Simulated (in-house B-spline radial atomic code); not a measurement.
The numbers below are computed, except where a source is named.
Two electrons in Si: a parabolic dot with ħω = 0.842 meV in all three directions

For Si the NSM archive of the Ioffe Institute lists m_l = 0.98 m0, m_t = 0.19 m0 and ε = 11.7; the model takes one isotropic valley with the conductivity mass 3/(1/m_l + 2/m_t) = 0.26 m0, and so misses anisotropy and the other valleys. All triplets below are those of one valley; with several valleys two electrons can form a triplet in the 1s orbital itself, at an energy set by the valley splitting.

Effective-mass model with parabolic bands, a uniform dielectric constant, no image charges, no central-cell or spin-orbit terms. Two-electron levels come from full CI in B-splines with partial waves to l = 5 (up to 0.001 effective hartree above the limit).

Question: What are the effective units, and what is the potential in them?

Answer: Ha* = 27211.386 meV × 0.26/11.7² = 51.68 meV and a* = 0.0529177 nm × 11.7/0.26 = 2.381 nm. The frequency is ω = 0.0163 Ha*. The one-electron levels are 3ω/2 = 0.0244 and 5ω/2 = 0.0407 Ha*.

In these units the lowest s and p orbitals lie at 0.024450 and 0.040750, and their Coulomb and exchange integrals are J_ss = 0.101867, J_sp = 0.084889 and K_sp = 0.01698. (For a parabolic well J_ss = √(2ω/π).) Full CI gives 0.115658 for the ground singlet, 0.120921 for the sp triplet, 0.131958 for the sp singlet and 0.137221 for the lowest triplet of two s orbitals.

Question: What does it cost to add the second electron, to first order and exactly?

Answer: To first order E = 2ε_s + J_ss = 0.150767, so the charging energy E(2) − 2E(1) is J_ss = 5.265 meV. CI gives 0.115658 − 2 × (0.024450) = 0.066758, or 3.45 meV: relaxation and correlation lower it by 1.815 meV, 34.5 % of J_ss. The s² configuration of one-electron orbitals holds 51.8 % of the state, and the mean radius is 29.2 nm.

Question: How far above the singlet do the triplets lie?

Answer: To first order the sp triplet lies at ε_s + ε_p + J_sp − K_sp = 0.133111, which is 0.9125 meV below 2ε_s + J_ss, so first order fails: the exact ground state of two electrons is a singlet. CI gives 0.120921 − (0.115658) = 0.005262, or 0.272 meV, 32 % of the orbital spacing of 0.8424 meV. The ss triplet lies 1.114 meV up, so the lower of the two is the sp one, and its gap equals k_BT at 3.16 K. The sp singlet-triplet splitting is 0.5705 meV, against 2K_sp = 1.755 meV. The sp singlet lies ħω above the ground state (0.016300 against 0.0163), as Kohn's theorem demands for a parabolic well. With the repulsion this large beside the spacing the electrons keep apart, as in a Wigner molecule, and the splitting shrinks.
